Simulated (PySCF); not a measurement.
## Finite-field polarisability of Ge (germanium, neutral)

[Ar] 3d10 4s2 4p2, high-spin 3P determinant. Calculation: PySCF 2.14, in aug-cc-pVTZ-PP with ECP10MDF (6s5p4d2f, 55 functions); a scalar-relativistic core potential. Frozen: 3s2 3p6 3d10. Energy changes in a uniform field (μhartree):

```
axis  F (au)        HF       MP2      CCSD   CCSD(T)
   x  0.0025  -103.789  -103.734  -103.050  -103.260
   x   0.005  -415.316  -415.100  -412.366  -413.210
   y  0.0021   -99.930   -99.171   -98.827   -99.032
   y  0.0042  -400.317  -397.268  -395.895  -396.719
```

By symmetry the remaining axis equals y.

**Question.** Derive α along x at CCSD(T) from the two fields.

**Answer.** With ΔE = −αF²/2 − γF⁴/24, α = −(16 ΔE(F) − ΔE(2F))/(6F²) = 33.04 bohr³.

**Question.** And the mean polarisability at each level?

**Answer.** The components xx, yy, zz at CCSD(T) are 33.04, 44.89, 44.89, the third axis being equal by symmetry to one of the two computed. Means: HF 41.27, MP2 41.03, CCSD 40.86, CCSD(T) 40.94 bohr³. Reference: 40 ± 1 bohr³ (recommended; Schwerdtfeger and Nagle, table of static dipole polarizabilities (2023 update)).
